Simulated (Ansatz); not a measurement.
```yaml
crystal:
  periodic: [true, true, true]
  atoms:
    - {symbol: C, position_ang: [-0.033198, 1.492210, -0.911751]}
    - {symbol: In, position_ang: [-0.372928, -0.323481, 0.144671]}
    - {symbol: N, position_ang: [0.877696, -1.687939, 0.913565]}
    - {symbol: Br, position_ang: [-2.717884, -1.136661, 0.374932]}
    - {symbol: H, position_ang: [-0.484037, 1.411961, -1.900923]}
    - {symbol: H, position_ang: [-0.513249, 2.309786, -0.373735]}
    - {symbol: H, position_ang: [1.033037, 1.693270, -1.008401]}
    - {symbol: H, position_ang: [1.806911, -1.426964, 1.205102]}
    - {symbol: H, position_ang: [0.491951, -2.378580, 1.539441]}
basis:
  gaussian: {orbitals: def2-TZVPP, final_grid: {core_spheres: 5, valence_spheres: 4, degree: 11}}
hamiltonian: {xc: {name: BHLYP}, pseudopotentials: {relativity: none}}
scf: {lower_state_search: off}
```

```sh
$ ansatz run in.yaml --threads 4 --pin off --events-out ev --progress --plain --max-ram 10444MiB
```

It prints (some lines left out):

```
Error: YAML parse error: error: line 2 column 3: crystal: missing field `lattice` (a structure is typed as `lattice` and `atoms`, a molecule's as `atoms` in Å alone, or read from a run's directory, `checkpoint`)
 --> <input>:2:3
1 | crystal:
2 |   periodic: [true, true, true]
3 |   atoms:
4 |     - {symbol: C, position_ang: [-0.033198, 1.492210, -0.911751]}
```

In this input the molecule is marked periodic without a cell. The program refused the input.
